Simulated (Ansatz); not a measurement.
The cluster Te2Pb3⁺. Charge 1, multiplicity 2. Geometry PBE0-D4/def2-SVP.

```xyz
5

Pb   -0.3911   -1.2282   -1.7819
Pb    0.4587   -0.2836    2.1309
Pb   -0.0871    1.9616   -0.4503
Te    2.0232   -0.2353   -0.3841
Te   -2.0037   -0.2145    0.4854
```

In the def2 sets Pb, Te take a core potential; there is no spin–orbit coupling. HSE06 is defined as in plane-wave codes, on full-range PBE exchange. The structure comes from a short search, and lower isomers may exist.

(1) Estimate the α-spin orbital energies around the gap (eV) in Ansatz with PBE-D4/def2-SVP, PBE0-D4/def2-SVP, PBE0-D4/def2-TZVP, r2SCAN0-D4/def2-TZVP, HSE06-D4/def2-TZVP.

## Answers

(1) 
```csv
orbital,PBE-D4/def2-SVP,PBE0-D4/def2-SVP,PBE0-D4/def2-TZVP,r2SCAN0-D4/def2-TZVP,HSE06-D4/def2-TZVP
HOMO−5,-10.92,-11.83,-11.71,-11.89,-11.34
HOMO−4,-10.48,-11.33,-11.22,-11.37,-10.85
HOMO−3,-10.17,-11.00,-10.90,-11.05,-10.53
HOMO−2,-9.98,-10.81,-10.71,-10.90,-10.35
HOMO−1,-9.84,-10.69,-10.59,-10.75,-10.23
HOMO,-8.52,-9.22,-9.14,-9.38,-8.79
LUMO,-7.31,-6.83,-6.76,-6.82,-7.11
LUMO+1,-6.49,-5.97,-5.89,-5.93,-6.24
LUMO+2,-6.24,-5.61,-5.56,-5.46,-5.91
LUMO+3,-5.93,-5.35,-5.31,-5.23,-5.66
LUMO+4,-5.83,-5.19,-5.14,-5.04,-5.50
LUMO+5,-5.82,-5.16,-5.12,-5.02,-5.48
β HOMO,-9.80,-10.58,-10.48,-10.64,-10.12
β LUMO,-8.08,-7.48,-7.37,-7.29,-7.73
```
